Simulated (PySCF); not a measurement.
## Correlation energy of Ar²⁺ (argon, charge +2)

[Ne] 3s2 3p4, high-spin 3P determinant. All numbers are calculated (PySCF 2.14, the spin-free X2C one-electron Hamiltonian (Gaussian nucleus), in x2c-TZVPall (5s5p2d1f, 37 functions)). Frozen: [Ne]; 6 electrons correlated.

MP2 pair energies summed by pair of shells (mhartree):

| pair | energy | share (%) |
| --- | --- | --- |
| 3p-3p | -60.62 | 47.7 |
| 3s-3p | -57.39 | 45.2 |
| 3s-3s | -9.03 | 7.1 |

Total MP2 correlation energy: -127.04 mhartree.

Same-spin part -29.38 and opposite-spin part -97.66 mhartree; SCS-MP2 scales them by 1/3 and 6/5 to -126.99 mhartree.

| level | correlation energy (mhartree) |
| --- | --- |
| CCSD | -153.94 |
| (T) | -4.04 |
| CCSD(T) | -157.98 |

Diagnostics: T1 = 0.0078, D1 = 0.0254, largest double amplitude 0.058.

Cost of the coupled-cluster step: 0.39 s of wall time on 1 thread of Neoverse-V2 (shared host), for 6 correlated electrons.
